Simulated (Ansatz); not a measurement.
Geometry optimisation, RKS PBE-D4/def2-mTZVP in Ansatz.

Input file:

```yaml
crystal:
  periodic: [false, false, false]
  atoms:
    - { symbol: Ga, position_ang: [0.011908, 0.543826, -0.402188] }
    - { symbol: Cl, position_ang: [0.003173, -0.223288, 2.950128] }
    - { symbol: "N", position_ang: [1.627415, 0.015815, -1.092638] }
    - { symbol: H, position_ang: [1.798923, -0.919782, -1.455344] }
    - { symbol: H, position_ang: [2.500357, 0.498665, -0.895688] }
    - { symbol: H, position_ang: [-1.190732, -0.432957, -0.667181] }
    - { symbol: Si, position_ang: [0.017344, 2.683273, 0.572059] }
    - { symbol: H, position_ang: [0.523025, 2.604228, 2.00254] }
    - { symbol: H, position_ang: [0.950337, 3.648827, -0.098678] }
    - { symbol: H, position_ang: [-1.329497, 3.332252, 0.676268] }
    - { symbol: H, position_ang: [0.266447, 1.07074, 2.675922] }
basis:
  gaussian: { orbitals: def2-mTZVP }
hamiltonian:
  xc: pbe
  dispersion: d4
relax:
  f_tol: 0.03
  max_steps: 50
```

Launched with:

```bash
$ ansatz run input.yaml --threads 4 --pin off --max-ram 5120MiB --backend cpu --events-out ev --progress --plain --runs-dir out
```

Problem. Where does it end, and by what steps?

Solution. The forces met the threshold. The force dipped under the threshold on the way, but the program's further checks kept it going. After 30 steps the energy has fallen by 0.063 eV; H8 moved furthest, 0.86 Å.

```
step  energy less start (eV)  largest force component (eV/Å)  accepted
   0                  0.0000                           0.654       yes
   2                 -0.0361                           0.651       yes
   4                 -0.0494                           0.245       yes
   6                 -0.0504                           0.209       yes
   8                 -0.0534                           0.049       yes
  10                 -0.0538                           0.008       yes
  12                 -0.0543                           0.044       yes
  14                 -0.0549                           0.077       yes
  16                 -0.0555                           0.211        no
  18                 -0.0571                           0.132       yes
  20                 -0.0581                           0.085       yes
  22                 -0.0597                           0.050       yes
  24                 -0.0609                           0.077       yes
  26                 -0.0618                           0.106       yes
  28                 -0.0623                           0.078       yes
  30                 -0.0627                           0.008       yes
```

```xyz
11
Properties=species:S:1:pos:R:3
Ga 0.007 0.496 -0.281
Cl 0.587 -0.318 2.780
N 1.527 0.018 -1.196
H 1.691 -0.918 -1.561
H 2.380 0.571 -1.193
H -1.184 -0.534 -0.316
Si -0.013 2.754 0.578
H -0.322 2.756 2.059
H 1.318 3.438 0.437
H -1.048 3.637 -0.056
H 0.236 0.922 3.014
```

Whether the end is a true minimum wasn't checked by a vibrational analysis.

Time of the run: 39 s on 4 threads of Arm Neoverse V2, with other jobs on the host, peak memory 0.18 GiB.
